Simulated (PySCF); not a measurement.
C7H16P2.
SMILES with atom numbers: `[CH3:1][CH2:2][CH2:3][P:4]1[CH2:5][CH2:6][PH:7][CH2:8][CH2:9]1`

Geometry (GFN2-xTB, Å), atoms numbered from 1 in this order:
```xyz
25
C7H16P2 angstrom
C      3.8476    0.5058    0.1453
C      2.4955    0.1545    0.7542
C      1.3457    0.7489   -0.0532
P     -0.3062    0.3965    0.7295
C     -1.3884    1.1179   -0.6000
C     -2.8520    0.8408   -0.2416
P     -2.8886   -0.3504    1.1850
C     -2.0107   -1.7360    0.3126
C     -0.5204   -1.3866    0.2430
H      3.9223    0.1167   -0.8682
H      4.6556    0.0797    0.7352
H      3.9817    1.5849    0.1076
H      2.4454    0.5317    1.7784
H      2.3896   -0.9320    0.7974
H      1.4537    1.8374   -0.0929
H      1.3618    0.3702   -1.0804
H     -1.1214    0.6750   -1.5649
H     -1.1904    2.1911   -0.6604
H     -3.3595    1.7554    0.0744
H     -3.4046    0.4280   -1.0904
H     -4.1910   -0.8306    0.9379
H     -2.1788   -2.6624    0.8671
H     -2.4412   -1.8606   -0.6857
H      0.0501   -1.9903    0.9533
H     -0.1067   -1.5613   -0.7553
```

Definitions: NICS(0) = −σiso at the ring centroid; NICS(1) = −σiso and NICS(1)zz = −σzz at ±1 Å along the ring normal z. Level: GIAO PBE0/pcSseg-1 (PySCF, non-relativistic, gas phase) on the GFN2-xTB geometry, one conformer.

Ring bond lengths (Å), with Mayer bond orders in brackets: P4–C5 1.860 (0.95), C5–C6 1.532 (0.99), C6–P7 1.859 (0.99), P7–C8 1.858 (0.99), C8–C9 1.532 (0.99), C9–P4 1.861 (0.96).

Problem. Give the NICS values of each ring in ppm.

Solution. 
```csv
ring,type,NICS(0),"NICS(1), two faces","NICS(1)zz, two faces",rms pucker (Å),"centre to ring atoms, mean (Å)"
P4–C5–C6–P7–C8–C9,6-membered ring with 2 P; formal bonds all single,-3.9,-2.3 / -6.8,4.8 / 4.6,0.51,1.60
```

Problem. What do they say, and how far can they be read as aromaticity?

Solution. 
- P4–C5–C6–P7–C8–C9: mean NICS(1)zz 4.7 ppm, deshielded. C5, C6, C8, C9 have four or more neighbours; no verdict on aromaticity is drawn.

Hardware: Arm Neoverse N1, one thread (shared host). Cost: 1.7 min, 1.2 GiB resident at most. This is the whole shielding run at PBE0/pcSseg-1, SCF included.
